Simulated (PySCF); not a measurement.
**Gas-phase thermal properties of B₃O₃F₃**

Energies from PySCF (xtb for GFN2), thermal terms from the rigid-rotor harmonic-oscillator model, ideal gas at 1 bar. Table values come from the NASA 1993 polynomials. 6-31G* has spherical d functions here. All species are closed-shell singlets. B3LYP is the form with VWN-RPA correlation. The harmonic model lacks anharmonicity and excited electronic states, which grow with temperature; levels with a mode under 35 cm⁻¹ are left out. The table's entry may be an old estimate for B₃O₃F₃ (not checked at source).

```csv
level,point group,σ,ZPE (kJ/mol),S°298 (J/mol/K),Cp298 (J/mol/K),S°1000 (J/mol/K),H1000 − H298 (kJ/mol)
table,-,-,-,342.5,115.1,530.4,114.2
B3LYP/6-31G*,D3h,6,98.7,342.4,110.9,526.5,112.1
GFN2-xTB,D3h,6,89.7,347.0,117.5,538.2,116.0
HF/6-31G*,D3h,6,105.2,337.5,106.3,516.6,109.3
PBE/def2-SVP,D3h,6,96.0,344.8,112.9,531.0,113.2
PBE0/def2-TZVP,D3h,6,98.9,342.0,110.7,526.0,112.0
```
σ: rotational symmetry number. Electronic degeneracy used: 1. Frequencies are unscaled.
